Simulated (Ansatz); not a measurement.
The cluster Si₄Cl₂, relaxed as a singlet with RKS B3LYP-D4/def2-SVP in Ansatz, starting from the GFN2-xTB geometry. Force threshold 0.02 eV/Å.

The restricted singlet is unstable towards broken spin symmetry in Hartree–Fock (as tested in another run); at B3LYP-D4/def2-SVP this wasn't settled. Another isomer (singlet) lies 2.26 eV lower at PBE0-D4/def2-TZVP; other spin states weren't run for this one.

Start:

```xyz
6

Si    2.0556    2.0171    0.1500
Si   -1.1170   -1.1017   -0.1940
Si   -2.6931   -2.6344   -0.0227
Si    0.4874    0.4720   -0.0519
Cl    2.3347    2.2374   -2.0152
Cl   -1.0677   -0.9904    2.1338
```

```csv
step,energy (eV),largest force component (eV/Å),SCF passes
1,-56537.7712,1.115,18
2,-56537.9354,0.288,22
3,-56537.9547,0.231,23
4,-56537.9680,0.154,22
5,-56537.9892,0.197,22
6,-56538.0432,0.164,22
7,-56538.1346,0.273,22
8,-56538.2305,0.243,23
9,-56538.3060,0.183,23
10,-56538.3325,0.278,23
11 (rejected),-56538.2667,1.102,27
13,-56538.3738,0.058,22
15,-56538.3880,0.060,23
17,-56538.4196,0.516,28
19,-56538.5041,0.890,25
21,-56538.5829,0.223,25
23,-56538.6677,0.085,26
25,-56538.7019,0.273,25
27,-56538.7143,0.109,27
29,-56538.7179,0.029,26
31,-56538.7192,0.040,25
33 (rejected),-56538.7200,0.381,24
35,-56538.7339,0.084,24
37,-56538.7345,0.025,23
39,-56538.7346,0.035,25
40,-56538.7349,0.009,21
```

Force components are those of the run's own axes.

End:

Cartesian coordinates in Å:
```
Si 1.492 0.996 1.464
Si -0.834 -0.697 -0.307
Si -2.108 -2.490 0.044
Si 0.603 1.062 -0.628
Cl 1.529 1.316 -2.481
Cl -0.682 -0.186 1.908
```

Bonds lost: Si1–Cl5 (atoms count from 1). Bonds formed: Si1–Cl6, Si4–Cl5 (atoms count from 1).

No frequencies were taken in this run, so the end may be a saddle point.

Run time 90 s (4 threads of Arm Neoverse N1 on a shared host).
